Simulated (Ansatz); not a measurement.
CH₃FZn⁺, that is ZnMeF with one electron fewer. Total charge 1; doublet. Geometry PBE-D4/def2-TZVP, that of the neutral singlet; atoms count from 1.

```xyz
6

Zn    1.114    0.335   -0.136
C    -0.710   -0.213    0.086
H    -1.116   -0.561   -0.872
H    -1.314    0.630    0.445
H    -0.770   -1.031    0.817
F     2.796    0.840   -0.340
```

(1) Estimate the Mulliken populations from the PBE0/def2-TZVP orbitals of Ansatz.

(2) Where does the spin sit?

(3) And the Mayer bond orders between heavy atoms (over 0.3)?

Results:

(1) 
```tsv
atom	charge (e)	spin (α − β)	d electrons
Zn1	0.90	0.17	10.05
C2	-0.32	0.68	–
H3	0.25	0.00	–
H4	0.25	0.00	–
H5	0.25	0.00	–
F6	-0.32	0.14	–
```
Mulliken values depend strongly on the basis.

(2) Summed by element: Zn 0.17, C 0.68, H 0.01, F 0.14, of 1 unpaired in all. Largest on single atoms: C2 0.68, Zn1 0.17, F6 0.14.

(3) Zn1–C2 0.59 (1.92 Å); Zn1–F6 1.02 (1.77 Å).
